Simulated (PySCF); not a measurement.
**input.py for Mg**

The script input.py:

```python
from pyscf import gto, scf, cc

mol = gto.M(
    atom='Mg 0 0 0',
    basis='6-311++g**',
    charge=0,
    spin=0,
    symmetry=True,
    verbose=4,
)
mf = scf.RHF(mol)
mf.kernel()
mycc = cc.CCSD(mf, frozen=1)
mycc.kernel()
e = mycc.eeccsd(nroots=8)[0]
print('roots (eV) =', (e*27.211386).round(3))
mf.dip_moment()
print('orbital energies (hartree):', mf.mo_energy[..., max(0, mol.nelec[1]-3):mol.nelec[0]+3].round(4))
```

```bash
$ OMP_NUM_THREADS=1 python input.py
```

It prints (some set-up lines removed):

```
PySCF version 2.14.0

[INPUT] Symbol           X                Y                Z      unit          X                Y                Z       unit  Magmom
[INPUT]  1 Mg     0.000000000000   0.000000000000   0.000000000000 AA    0.000000000000   0.000000000000   0.000000000000 Bohr   0.0

nuclear repulsion = 0
point group symmetry = SO3
symmetry origin: [0. 0. 0.]
symmetry axis x: [1. 0. 0.]
symmetry axis y: [0. 1. 0.]
symmetry axis z: [0. 0. 1.]
num. orbitals of irrep s+0 = 7
num. orbitals of irrep p-1 = 6
num. orbitals of irrep p+0 = 6
num. orbitals of irrep p+1 = 6
num. orbitals of irrep d-2 = 1
num. orbitals of irrep d-1 = 1
num. orbitals of irrep d+0 = 1
num. orbitals of irrep d+1 = 1
num. orbitals of irrep d+2 = 1
number of shells = 14
number of NR pGTOs = 49
number of NR cGTOs = 30
basis = 6-311++g**
ecp = {}

******** <class 'pyscf.scf.hf_symm.SymAdaptedRHF'> ********
method = SymAdaptedRHF
initial guess = minao
damping factor = 0
level_shift factor = 0
DIIS = <class 'pyscf.scf.diis.CDIIS'>
SCF conv_tol = 1e-09
SCF max_cycles = 50
Freeze 0 electrons in irreps []
    12 free electrons in irreps s+0 p-1 p+0 p+1 d-2 d-1 d+0 d+1 d+2
Initial guess from minao.
init E= -199.597125264494
HOMO (s+0) = -0.248321868029194  LUMO (p+1) = 0.0230973000314778  gap/eV = 7.38569
cycle= 1 E= -199.606493998296  delta_E= -0.00937  |g|= 0.0276  |ddm|= 0.166
HOMO (s+0) = -0.251839766082838  LUMO (p+1) = 0.0219558360644392  gap/eV = 7.45036
cycle= 2 E= -199.606608224407  delta_E= -0.000114  |g|= 0.00804  |ddm|= 0.0399
HOMO (s+0) = -0.25240880369077  LUMO (p-1) = 0.0216573000181173  gap/eV = 7.45772
cycle= 3 E= -199.60661959206  delta_E= -1.14e-05  |g|= 0.00119  |ddm|= 0.0109
HOMO (s+0) = -0.252893938494324  LUMO (p+0) = 0.021438709211254  gap/eV = 7.46497
cycle= 4 E= -199.606621784327  delta_E= -2.19e-06  |g|= 0.000269  |ddm|= 0.00709
HOMO (s+0) = -0.253030060565251  LUMO (p+1) = 0.0213693704123195  gap/eV = 7.46679
cycle= 5 E= -199.606621929599  delta_E= -1.45e-07  |g|= 1.64e-05  |ddm|= 0.00253
HOMO (s+0) = -0.253027627959824  LUMO (p+1) = 0.021368983143395  gap/eV = 7.46671
cycle= 6 E= -199.60662192996  delta_E= -3.61e-10  |g|= 2.46e-06  |ddm|= 0.00023
HOMO (s+0) = -0.253027865792362  LUMO (p+1) = 0.0213687986527571  gap/eV = 7.46671
Extra cycle  E= -199.606621929968  delta_E= -7.79e-12  |g|= 6.89e-07  |ddm|= 2.43e-05
converged SCF energy = -199.606621929968

******** <class 'pyscf.cc.ccsd.CCSD'> ********
CC2 = 0
CCSD nocc = 5, nmo = 29
frozen orbitals 1
max_cycle = 50
direct = 0
conv_tol = 1e-07
conv_tol_normt = 1e-05
Init t2, MP2 energy = -199.741463457655  E_corr(MP2) -0.134841527687504
Init E_corr(CCSD) = -0.134841527688147
cycle = 1  E_corr(CCSD) = -0.140323232432586  dE = -0.00548170474  norm(t1,t2) = 0.0502016
cycle = 2  E_corr(CCSD) = -0.143524583278536  dE = -0.00320135085  norm(t1,t2) = 0.0235036
cycle = 3  E_corr(CCSD) = -0.145777031965676  dE = -0.00225244869  norm(t1,t2) = 0.012037
cycle = 4  E_corr(CCSD) = -0.14580271088867  dE = -2.5678923e-05  norm(t1,t2) = 0.000935972
cycle = 5  E_corr(CCSD) = -0.145778519717619  dE = 2.41911711e-05  norm(t1,t2) = 0.000158887
cycle = 6  E_corr(CCSD) = -0.145780181071973  dE = -1.66135435e-06  norm(t1,t2) = 3.24781e-05
cycle = 7  E_corr(CCSD) = -0.145779757380507  dE = 4.23691466e-07  norm(t1,t2) = 5.13487e-06
cycle = 8  E_corr(CCSD) = -0.14577974965793  dE = 7.72257758e-09  norm(t1,t2) = 1.18265e-06
CCSD converged
E(CCSD) = -199.7524016796255  E_corr = -0.1457797496579297

******** <class 'pyscf.cc.eom_rccsd.EOMEESinglet'> ********
max_space = 20
max_cycle = 50
conv_tol = 1e-07
partition = None
EOM-CCSD root 0 E = 0.1639494895774007  qpwt = 0.950483  conv = True

******** <class 'pyscf.cc.eom_rccsd.EOMEETriplet'> ********
max_space = 20
max_cycle = 50
conv_tol = 1e-07
partition = None
EOM-CCSD root 0 E = 0.09690043054752494  qpwt = 0.98963  conv = True

******** <class 'pyscf.cc.eom_rccsd.EOMEESpinFlip'> ********
max_space = 20
max_cycle = 50
conv_tol = 1e-07
partition = None
EOM-CCSD root 0 E = 0.09690043946224072  qpwt = 0.98963  conv = True
EOM-CCSD root 1 E = 0.09690043948166489  qpwt = 0.98963  conv = True
EOM-CCSD root 2 E = 0.09690043948166982  qpwt = 0.98963  conv = True
roots (eV) = [2.637 2.637 2.637 2.637 2.637 2.637 2.637 4.461]
Dipole moment(X, Y, Z, Debye):  0.00000,  0.00000,  0.00000
orbital energies (hartree): [-2.2815 -2.2815 -0.253   0.0214  0.0214  0.0214]
```

In short: E(SCF) = -199.606622 Eh, 6 cycles, E(CCSD) − E(SCF) = -0.14578 Eh, excitation roots 2.637, 2.637, 2.637, 2.637, 2.637, 2.637, 2.637, 4.461 eV.

It ran on Arm Neoverse V1 (1 thread, shared host) in 1.6 s.
